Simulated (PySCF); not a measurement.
Computed IR spectrum (relative IR intensity) of a molecule FH8NSi3. Coordinates come from a PBE0-D3(BJ)/def2-SVP optimisation. The values are those of a single conformer. Computed with PBE0-D3(BJ)/def2-SVP in PySCF. Frequencies are harmonic and unscaled.

| ν (cm⁻¹) | relative intensity |
|---|---|
| 283 | 16 |
| 328 | 8.6 |
| 449 | 4.2 |
| 481 | 61 |
| 562 | 13 |
| 645 | 52 |
| 649 | 24 |
| 700 | 24 |
| 768 | 8.9 |
| 791 | 41 |
| 834 | 43 |
| 854 | 9.9 |
| 886 | 96 |
| 903 | 71 |
| 925 | 31 |
| 934 | 100 |
| 956 | 40 |
| 1552 | 19 |
| 2178 | 78 |
| 2210 | 38 |
| 2222 | 11 |
| 2229 | 44 |
| 2236 | 42 |
| 2250 | 74 |
| 3590 | 15 |
| 3686 | 17 |

Identify the compound among the candidates.
A. F[SiH2][SiH2]N[SiH3]
B. N[SiH2][SiH2][SiH2]F
C. N[Si@H]([SiH3])[SiH2]F
D. N[Si@H](F)[SiH2][SiH3]

B, N[SiH2][SiH2][SiH2]F
